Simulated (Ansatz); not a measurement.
Geometry optimisation, UKS PBE/def2-SVP in Ansatz 0.2.0.

The input (input.yaml):

```yaml
crystal:
  periodic: [false, false, false]
  atoms:
    - { symbol: O, position_ang: [-1.11763, 0.95923, -0.02577] }
    - { symbol: Si, position_ang: [-0.34324, -0.49312, -0.07535] }
    - { symbol: O, position_ang: [0.44299, -0.83665, 1.30523] }
    - { symbol: O, position_ang: [0.75835, -0.35599, -1.273] }
    - { symbol: H, position_ang: [-1.66493, 1.17339, 0.72382] }
    - { symbol: H, position_ang: [1.37891, -0.6369, 1.37003] }
    - { symbol: H, position_ang: [1.58339, -0.82579, -1.18668] }
magnetization:
  spin_polarized: true
  initial_magnetization: 1
basis:
  gaussian: { orbitals: def2-SVP }
hamiltonian:
  xc: pbe
relax:
  f_tol: 0.015
  max_steps: 40
```

Command:

```bash
$ ansatz run input.yaml --threads 2 --pin off --max-ram 3072MiB --backend cpu --events-out ev --progress --plain --runs-dir out
```

Q: Where does it end, and by what steps?

A: The forces met the threshold. The force dipped under the threshold on the way, but the program's further checks kept it going. After 10 steps the energy has fallen by 0.247 eV; H6 moved furthest, 0.46 Å.

```
step  energy less start (eV)  largest force component (eV/Å)  accepted
   0                  0.0000                           1.712       yes
   1                 -0.1192                           0.960       yes
   2                 -0.1754                           1.059       yes
   3                 -0.2245                           0.381       yes
   4                 -0.2293                           0.470       yes
   5                 -0.2407                           0.200       yes
   6                 -0.2458                           0.045       yes
   7                 -0.2463                           0.032       yes
   8                 -0.2465                           0.018       yes
   9                 -0.2466                           0.006       yes
  10                 -0.2466                           0.005       yes
```

```xyz
7
Properties=species:S:1:pos:R:3
O -0.972 1.014 0.036
Si -0.236 -0.494 -0.084
O 0.487 -0.982 1.359
O 0.884 -0.215 -1.307
H -1.679 1.038 0.705
H 1.172 -0.362 1.683
H 1.382 -1.014 -1.554
```

The run took 27 s on 2 threads of Arm Neoverse N1 (shared host), peak memory 0.15 GiB.
